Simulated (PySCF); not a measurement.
Scan of Al2O, singlet: map of symmetric stretch and bend. Scanned: O-Al bond length and Al-O-Al angle.

Calculation: MP2 on RHF/cc-pVDZ, 11 core orbitals frozen run with PySCF.

Energy in kcal/mol above the lowest grid point; x is the O-Al bond length (Å), y the Al-O-Al angle (°).

| y \ x | 1.44 | 1.53 | 1.61 | 1.70 | 1.78 | 1.87 | 1.95 | 2.04 | 2.12 | 2.21 | 2.29 |
|---|---|---|---|---|---|---|---|---|---|---|---|
| 180 | 94.1 | 40.0 | 14.1 | 1.4 | 0.0 | 5.8 | 15.2 | 28.9 | 42.7 | 59.2 | 74.3 |
| 171.36 | 94.3 | 40.2 | 14.2 | 1.5 | 0.1 | 5.8 | 15.2 | 28.9 | 42.7 | 59.2 | 74.2 |
| 162.73 | 94.9 | 40.7 | 14.6 | 1.8 | 0.2 | 5.9 | 15.2 | 28.8 | 42.5 | 58.9 | 73.9 |
| 154.09 | 96.1 | 41.7 | 15.4 | 2.3 | 0.6 | 6.0 | 15.3 | 28.7 | 42.3 | 58.6 | 73.4 |
| 145.45 | 97.8 | 43.1 | 16.5 | 3.1 | 1.1 | 6.3 | 15.4 | 28.7 | 42.1 | 58.2 | 72.8 |
| 136.82 | 100.5 | 45.3 | 18.2 | 4.3 | 2.0 | 6.9 | 15.7 | 28.7 | 42.0 | 57.8 | 72.2 |
| 128.18 | 104.5 | 48.4 | 20.7 | 6.1 | 3.3 | 7.8 | 16.3 | 29.0 | 42.0 | 57.5 | 71.7 |
| 119.55 | 110.4 | 53.0 | 24.3 | 8.9 | 5.5 | 9.3 | 17.3 | 29.6 | 42.2 | 57.5 | 71.3 |
| 110.91 | 119.3 | 59.8 | 29.8 | 13.1 | 8.7 | 11.7 | 19.1 | 30.8 | 43.0 | 57.8 | 71.3 |
| 102.27 | 132.8 | 70.1 | 37.9 | 19.3 | 13.7 | 15.5 | 22.0 | 32.9 | 44.5 | 58.7 | 71.8 |
| 93.64 | 153.9 | 86.1 | 50.4 | 28.9 | 21.3 | 21.3 | 26.6 | 36.3 | 47.1 | 60.5 | 73.0 |
| 85 | 188.1 | 112.1 | 70.8 | 44.4 | 33.4 | 30.6 | 33.9 | 41.8 | 51.3 | 63.7 | 75.5 |

Points that lie below all their neighbours on the grid: x = 1.78, y = 180 on the edge of the grid (0.0 kcal/mol).
